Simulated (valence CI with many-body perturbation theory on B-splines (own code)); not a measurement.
**Ba XXXIV in brief**

Method: valence CI with perturbative core correlation (CI+MBPT): five valence electrons over a frozen Dirac-Fock core [Ar], radial functions for each j: 7 s, 7 p, 8 d, 6 f, 4 g, 1 h, with the one-electron correlation potential Σ1, the two-electron term Σ2, the three-electron term Σ3, Breit, model QED; selected CI, second order for the rest (own B-spline code, finite nucleus).

No measured spectrum was set against this ion. As an estimate, large intervals hold to a few tenths of a per cent, small ones and those within an open d or f shell to about a per cent. Only levels of the ground parity were solved; by the run's estimate the other parity begins above the list, which can be wrong where configurations are misplaced.

Levels are named by their leading jj configuration (3d3/2^4 stands for four electrons in 3d with j = 3/2), which in mixed levels can hold well under half, so a name can repeat and another be missing.

Rates and lifetimes use the calculated energies. Strong lines usually hold to 10 to 20 %, long lifetimes can be off by a factor of two.

Question: What is the ground level?

Answer: (3d3/2^4 3d5/2) J=5/2, composition 43 % 3d5 6S + 30 % 3d5 4P + 11 % 3d5 2D, g = 1.644.

Question: How well does LS coupling describe the low levels?

Answer: Among the lowest 20 levels the leading LS term, summed over configurations, holds 50 % on average. For single configurations the figures are 50 % in LS and 82 % in jj coupling. Terms mix most in the J = 5/2 level at 102870 cm⁻¹, where the leading one holds 30 %.

Question: What is the ionisation energy?

Answer: 2142.4 eV; NIST lists 2142 ± 5 eV (theoretical).
